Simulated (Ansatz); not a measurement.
The molecule CaTe, multiplicity 3 (an upper state: multiplicity 1 came lower at CCSD(T)/def2-TZVPP on PBE0 minima). No spin–orbit coupling. Ca is treated without relativity.

The constants come from a fifth-degree fit in 1/R (seven points, main isotopes). Runs in def2 and cc sets follow the lowest solution found near the PBE0 minimum.

Codes used: Ansatz (Gaussian basis) for Hartree–Fock, density functionals and correlated methods. Values without a source in brackets are computed. In def2 rows elements past Kr take small-core potentials, without spin–orbit coupling.

Energies at PBE/def2-TZVPP:

```json
[
 {"R (Å)": "2.726345", "E (hartree)": "-945.37657107"},
 {"R (Å)": "2.799634", "E (hartree)": "-945.37952345"},
 {"R (Å)": "2.867060", "E (hartree)": "-945.38091568"},
 {"R (Å)": "2.943280", "E (hartree)": "-945.38127105"},
 {"R (Å)": "3.019501", "E (hartree)": "-945.38060600"},
 {"R (Å)": "3.107448", "E (hartree)": "-945.37887105"},
 {"R (Å)": "3.210052", "E (hartree)": "-945.37589466"}
]
```

Question: With a reduced mass of 30.5612 u, find the minimum, the force constant and the constants.

Answer: A fifth-degree polynomial in 1/R puts the minimum at r_e = 2.9288 Å with force constant 80.0 N/m. Then ω_e = (1/2πc)√(k/μ) = 211 cm⁻¹ and B_e = h/(8π²cμr_e²) = 0.06430 cm⁻¹; the cubic and quartic terms give α_e = 0.00026 and ω_e x_e = 0.62 cm⁻¹.

Ansatz is a quantum-chemistry and plane-wave program.
